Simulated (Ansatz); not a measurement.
Species: sum formula GaBrF₂, net charge 0, singlet state. 
Structure (B3LYP-D3(BJ)/def2-TZVP (Ansatz, a quantum-chemistry and plane-wave program) minimum search):
```
Ga
F 1 1.7413
F 1 1.7413 2 115.75
Br 1 2.2527 2 122.13 3 180.00
```
Charge 0, spin multiplicity 1.

Property: vertical ionisation energy (to the doublet state of charge +1; each state is the SCF solution reached for its spin), in eV. Correlated levels leave the core frozen unless marked. UHF or UKS for open shells. No spin-orbit coupling. The frozen core is the preceding noble-gas configuration, with the filled d and f shells of earlier blocks. No relativistic terms. CBS marks a two-point X^-3 extrapolation of the correlation energy; Hartree-Fock from the larger set.

| level | program | vertical ionisation energy (eV) |
|---|---|---|
| HF/aug-cc-pVDZ | Ansatz | 11.19 |
| HF/aug-cc-pVTZ | Ansatz | 11.07 |

Problem. Estimate the value at CCSD(T)/CBS(aug-cc-pVTZ,aug-cc-pVQZ) as computed with Ansatz.

Solution. 12.13 eV, so HF/aug-cc-pVTZ differs from it by -1.06 eV.
